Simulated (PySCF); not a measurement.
Run record: geometry optimisation, `C=CC(=C)[C@H](C=O)OC`.

Method: PBE0-D3(BJ)/def2-SVP geometry optimisation, gas phase (PySCF 2.14.0). Start geometry: GFN2-xTB. A driver script takes a list of jobs; this job's settings line and coordinates (Å) are shown.

Input:
```
{"job": {"xc": "PBE0", "basis": "def2-SVP", "d3": "d3bj", "grid": 1, "kind": "geom"}, "charge": 0, "multiplicity": 1}
C      1.818656    -1.622847     0.906623
C      1.806483    -0.582948     0.081484
C      0.630529     0.077814    -0.464229
C      0.725167     0.970276    -1.450040
C     -0.746330    -0.285021     0.085505
C     -1.212977    -1.441860    -0.767806
O     -0.905241    -2.588103    -0.613494
O     -1.689538     0.754834    -0.041181
C     -1.494067     1.802746     0.876401
H      0.922321    -2.103980     1.256319
H      2.747079    -2.054804     1.238916
H      2.744580    -0.165378    -0.263310
H      1.677848     1.258033    -1.860653
H     -0.149149     1.440657    -1.865746
H     -0.655314    -0.594601     1.136575
H     -1.856977    -1.104128    -1.598791
H     -2.284201     2.526019     0.686565
H     -0.518307     2.281717     0.740410
H     -1.570366     1.440825     1.908990
```

Output:
```
step   0  E = -422.34838011  max force = 0.011395
step   1  E = -422.35108908  max force = 0.002698
step   2  E = -422.35120116  max force = 0.001687
step   3  E = -422.35113950  max force = 0.002747
step   4  E = -422.35125470  max force = 0.000643
step   5  E = -422.35126012  max force = 0.000660
step   6  E = -422.35126936  max force = 0.000270
optimisation converged
```

Energies in Eh; «max force» is the largest Cartesian gradient component in Eh/bohr.

Q: How much energy does the optimisation release, in kcal/mol?

A: E(step 0) − E(last step) = 0.002889 Eh, which is 1.8 kcal/mol.

In short: final energy -422.35127 Eh after 6 steps; dipole 2.68 D.

Q: Where do the atoms end?

A: 0.122 Å rms from the input after alignment:
```
atom  x, y, z in Å
C1     1.8587   -1.6533    0.8812
C2     1.8580   -0.5944    0.0601
C3     0.6822    0.1046   -0.4576
C4     0.7856    1.0406   -1.4166
C5    -0.6951   -0.2547    0.0802
C6    -1.2065   -1.4865   -0.6521
O7    -0.9489   -2.6175   -0.3500
O8    -1.6512    0.7404   -0.1380
C9    -1.6000    1.7980    0.7781
H10    0.9372   -2.1348    1.2168
H11    2.8006   -2.1032    1.2042
H12    2.8171   -0.1939   -0.2877
H13    1.7598    1.3184   -1.8268
H14   -0.1023    1.5485   -1.7988
H15   -0.6146   -0.5050    1.1560
H16   -1.8559   -1.2256   -1.5268
H17   -2.4013    2.5016    0.5147
H18   -0.6330    2.3314    0.7447
H19   -1.7670    1.4435    1.8129
```

Q: How long does this job take on one thread of an x86-64 server, no GPU, on a shared host?

A: About 75 s.
Labels such as C1 count atoms from 1, the log's own numbers from 0.
